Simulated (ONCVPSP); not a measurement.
# germanium (Ge): excitation energies, all-electron against ONCV

| Quantity | Value |
| --- | --- |
| Element | germanium |
| Generator | ONCVPSP 4.0.1 |
| Type | optimised norm-conserving Vanderbilt (ONCV) |
| Functional | LDA (Perdew-Wang 92) |
| Relativity | scalar-relativistic |
| Frozen core | [Ar] 3d10 |
| Valence charge | 4 |
| Reference configuration | 4s2 4p2 |
| Partial waves | 4s: rc 1.55 bohr, ncon 5, nbas 9, qcut 5.1 1/bohr, 3 projectors, debl 2.4 Ha; 4p: rc 1.55 bohr, ncon 4, nbas 8, qcut 6.4 1/bohr, local |
| Local potential | the p channel |
| Core correction | Teter function, fcfact 4.5, rcfact 1.65 |

Energies are relative to the spin-unpolarised reference configuration 4s2 4p2; without spin polarisation the order of configurations can differ from experiment.

(1) Give the all-electron excitation energy and the error of the potential for: 4s2 4p1; 4s2 4p0; 4s1 4p0; 4s1 4p2.

Levels in the configuration 4s1 4p0:

```tsv
level	all-electron (eV)	pseudo (eV)
4s	-40.897	-41.654
```

Note: ghosts flagged at negative energy: s at -153.4 eV; no localised positive-energy state flagged. A true bound ghost makes a file unfit for plane-wave use.

## Answers

(1)

```
valence configuration  charge  ΔE all-electron (eV)  error AE − PS (meV)
              4s2 4p1      +1                 7.630                  -26
              4s2 4p0      +2                23.340                 -190
              4s1 4p0      +3                58.555                 -705
              4s1 4p2      +1                16.409                  -43
```
